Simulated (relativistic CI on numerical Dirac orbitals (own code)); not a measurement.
# Calculated levels, F5+

These numbers are calculated, not measured: Dirac-Coulomb-Breit CI, orbitals from a KLI potential per configuration, QED by a radiative potential, valence Slater integrals scaled by 0.85, P86 correlation energy added to each configuration (own radial code, finite nucleus).

Configuration list (outside the closed core 1s2): 2s2, 2s 2p, 2p2, 2p 3s, 2p 3p, 2s 3s, 2s 3p, 2s 3d, 2s 4s, 2s 4p, 2s 4d, 2s 4f, 2s 5s, 2s 5p, 2s 5d, 2s 5f, 2s 5g, 3s2, 3s 3p, 3p2. Levels of other configurations are missing.

```tsv
No.	Configuration	Term	J	E (eV)	%	Landé g	jj configuration (%)
1	2s2	1S	0	0.000	95		closed (95)
2	2s 2p	3P°	0	12.094	100		2s 2p1/2 (100)
3	2s 2p	3P°	1	12.125	100	1.501	2s 2p1/2 (67)
4	2s 2p	3P°	2	12.195	100	1.501	2s 2p3/2 (100)
5	2s 2p	1P°	1	22.807	100	1.000	2s 2p3/2 (67)
6	2p2	3P	0	31.450	100		2p1/2^2 (68)
7	2p2	3P	1	31.486	100	1.501	2p1/2 2p3/2 (100)
8	2p2	3P	2	31.547	100	1.501	2p3/2^2 (65)
9	2p2	1D	2	34.402	99	1.000	2p1/2 2p3/2 (65)
10	2p2	1S	0	41.656	95		2p3/2^2 (64)
11	2s 3s	3S	1	92.422	98	2.002	2s 3s (98)
12	2s 3s	1S	0	94.285	97		2s 3s (97)
13	2s 3p	1P°	1	97.840	90	1.013	2s 3p1/2 (47)
14	2s 3p	3P°	0	97.903	99		2s 3p1/2 (99)
15	2s 3p	3P°	1	97.914	97	1.487	2s 3p1/2 (51)
16	2s 3p	3P°	2	97.930	99	1.501	2s 3p3/2 (99)
17	2s 3d	3D	1	100.503	99	0.499	2s 3d3/2 (99)
18	2s 3d	3D	2	100.505	99	1.167	2s 3d3/2 (59)
19	2s 3d	3D	3	100.510	99	1.334	2s 3d5/2 (99)
20	2s 3d	1D	2	102.330	98	1.000	2s 3d5/2 (59)
21	2p 3s	3P°	0	108.039	99		2p1/2 3s (99)
22	2p 3s	3P°	1	108.076	99	1.500	2p1/2 3s (69)
23	2p 3s	3P°	2	108.155	99	1.501	2p3/2 3s (99)
24	2p 3s	1P°	1	109.738	92	1.000	2p3/2 3s (64)
25	2p 3p	1P	1	111.186	99	0.997	2p3/2 3p3/2 (50)
26	2p 3p	3D	1	111.753	98	0.502	2p1/2 3p1/2 (66)
27	2p 3p	3D	2	111.797	99	1.167	2p1/2 3p3/2 (51)
28	2p 3p	3D	3	111.870	99	1.334	2p3/2 3p3/2 (99)
29	2p 3p	3S	1	112.670	97	2.000	2p3/2 3p3/2 (39)
30	2p 3p	3P	0	113.300	100		2p1/2 3p1/2 (68)
```

Energies count from the lowest computed level; ° marks odd parity. Filled j subshells are mostly left out of the jj labels.

The mean weight of the leading LS term, summed over parents, in these 30 levels is 98 %, and that of the leading jj configuration (from the same eigenvectors) 77 %, so LS coupling describes them better.

At this charge configurations can still be misplaced by up to about 7 % of their energy. 27 of the 35 excited levels that our extract of the measured tables holds in this range could be paired (the sources list more); they are missed by 1562 cm⁻¹ on average and 5932 at most, and levels without a partner can miss by more.
